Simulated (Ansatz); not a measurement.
Gas-phase electronic energies from Ansatz, PBE0-D4/def2-TZVP geometries. CCSD(T)/CBS adds triple-zeta CCSD(T) − MP2 to the extrapolated MP2 energy (def2 sets, frozen cores). This one scheme is used for every species. Functionals use def2-TZVPP. Each species was taken in one conformer, which may not be the lowest.

Reaction (ligand exchange at the Si–C bond): `CO[SiH2]C[SiH3]` + HCl → `CO[SiH2]Cl` + `C[SiH3]`

`CO[SiH2]C[SiH3]`:

Cartesian coordinates in Å:
```
C -1.826 2.105 -1.102
O -1.116 1.404 -0.109
Si -0.161 0.110 -0.456
C 0.574 -0.497 1.135
Si 1.706 -1.979 0.968
H -2.542 1.456 -1.620
H -2.379 2.914 -0.621
H -1.151 2.542 -1.847
H 0.909 0.512 -1.414
H -0.972 -0.960 -1.106
H -0.242 -0.754 1.820
H 1.136 0.324 1.594
H 0.969 -3.133 0.387
H 2.242 -2.384 2.294
H 2.853 -1.660 0.076
```

HCl:

```xyz
2

Cl   -0.049   -0.477   -0.423
H     0.049    0.477    0.423
```

`CO[SiH2]Cl`:

Z-matrix (Å, degrees):
```
C
O 1 1.412
H 1 1.090 2 108.0
H 1 1.094 2 110.9 3 -119.3
H 1 1.096 2 111.5 3 119.3
Si 2 1.626 1 124.4 3 -170.8
Cl 6 2.057 2 111.0 1 -62.5
H 6 1.474 2 106.8 1 179.2
H 6 1.483 2 111.2 1 55.3
```

`C[SiH3]`:

Cartesian coordinates in Å:
```
C -0.132 -0.442 0.873
Si 0.118 0.395 -0.781
H -1.196 -0.549 1.096
H 0.327 0.140 1.675
H 0.318 -1.437 0.875
H -0.510 -0.398 -1.873
H 1.568 0.538 -1.085
H -0.493 1.752 -0.781
```

```json
{"level": "ωB97X-V", "ΔE (kJ/mol)": "-103.0"}
{"level": "PBE", "ΔE (kJ/mol)": "-103.2"}
{"level": "SCS-MP2/def2-QZVPP", "ΔE (kJ/mol)": "-105.0"}
{"level": "HF/CBS(def2)", "ΔE (kJ/mol)": "-116.2"}
```

Task: What does CCSD(T)/CBS give? (Best estimate.)

Result: The calculation gave: -101.0 kJ/mol. The listed levels differ from it by -2.0, -2.2, -4.0, -15.2 kJ/mol.

Largest T1 diagnostic among the species: 0.011.

In def2-TZVPP, CCSD(T) changes the Hartree–Fock value by +18.2 kJ/mol (the triples alone add +1.5 kJ/mol) and MP2 by +14.2 kJ/mol. The D4 term adds +5.7 kJ/mol with B3LYP and +3.4 kJ/mol with PBE0; it sums over pairs of atoms, weighted by their polarisabilities, and B3LYP, whose exchange is more repulsive, gets the larger term.

B3LYP here is the variant with VWN-RPA as its local correlation; programs differ in this.
